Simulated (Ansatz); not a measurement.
CH$_{6}$ClFSi$_{2}$ (`FC[SiH]([SiH3])Cl`), relaxed with RKS PBE0-D4/def2-TZVP in Ansatz 0.2.0 from a PBE-D4/def2-SVP geometry. The force threshold is 0.005 eV/Å; the program also tests the step.

Charge 0, multiplicity 1.

Start:

```xyz
11

F     0.537    1.526    1.460
C    -0.184    0.345    1.671
Si    0.269   -0.831    0.232
Si    0.046    0.371   -1.773
Cl   -1.083   -2.431    0.247
H    -1.275    0.569    1.670
H     0.078   -0.076    2.667
H     1.654   -1.379    0.434
H     0.192   -0.544   -2.959
H    -1.322    0.999   -1.800
H     1.088    1.452   -1.850
```

| step | energy (eV) | largest force (eV/Å) | largest move (Å) |
| --- | --- | --- | --- |
| 1 | -32118.5987 | 0.515 | 0.000 |
| 2 | -32118.6384 | 0.173 | 0.067 |
| 3 | -32118.6437 | 0.069 | 0.030 |
| 4 | -32118.6448 | 0.058 | 0.023 |
| 5 | -32118.6458 | 0.100 | 0.058 |
| 6 | -32118.6462 | 0.023 | 0.035 |
| 7 | -32118.6463 | 0.010 | 0.005 |
| 8 (rejected) | -32118.6462 | 0.037 | 0.016 |
| 9 | -32118.6463 | 0.003 | 0.008 |
| 10 | -32118.6464 | 0.006 | 0.018 |
| 11 | -32118.6464 | 0.008 | 0.009 |
| 12 | -32118.6464 | 0.006 | 0.003 |
| 13 | -32118.6464 | 0.002 | 0.004 |
| 14 | -32118.6464 | 0.002 | 0.007 |

End:

```xyz
11

F     0.622    1.476    1.662
C    -0.175    0.336    1.695
Si    0.266   -0.768    0.218
Si    0.028    0.363   -1.815
Cl   -1.061   -2.351    0.282
H    -1.225    0.642    1.657
H    -0.004   -0.181    2.645
H     1.634   -1.318    0.398
H     0.235   -0.591   -2.936
H    -1.344    0.930   -1.897
H     1.024    1.461   -1.909
```

Hardware: 4 threads of an AMD EPYC 9R45 on a shared host. Wall time 20 s, peak host memory 0.63 GiB.
